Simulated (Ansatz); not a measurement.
`CB1C[SiH2]1` + `FC(F)=C(F)I` → `IB1C[SiH2]1` + `CC(F)=C(F)F`  (formal exchange of groups at a B–C bond)

Gas-phase electronic energies from Ansatz, PBE0-D4/def2-TZVP geometries. CCSD(T)/CBS adds triple-zeta CCSD(T) − MP2 to the extrapolated MP2 energy (def2 sets, frozen cores). DFT in def2-TZVPP. def2 core potentials past Kr. For I outer-core shells are correlated without core-valence functions, which leaves a few kJ/mol of doubt a bond.

CCSD(T)/CBS gives -1.17 eV.

Another level gave -1.11 eV. Which?
A. PBE-QIDH/def2-TZVPP
B. CAM-B3LYP-D4/def2-TZVPP
C. BLYP/def2-TZVPP
D. RPA@PBE/def2-TZVPP

B. CAM-B3LYP-D4 -1.11, PBE-QIDH -1.21, RPA@PBE/def2-TZVPP -1.15, BLYP -1.03 eV.

Largest T1 diagnostic among the species: 0.013.

In def2-TZVPP, CCSD(T) changes the Hartree–Fock value by +0.13 eV (the triples alone add +0.02 eV) and MP2 by +0.09 eV. From PBE to PBE0 (25 % exact exchange), in def2-TZVPP and without D4, ΔE moves by −0.08 eV.
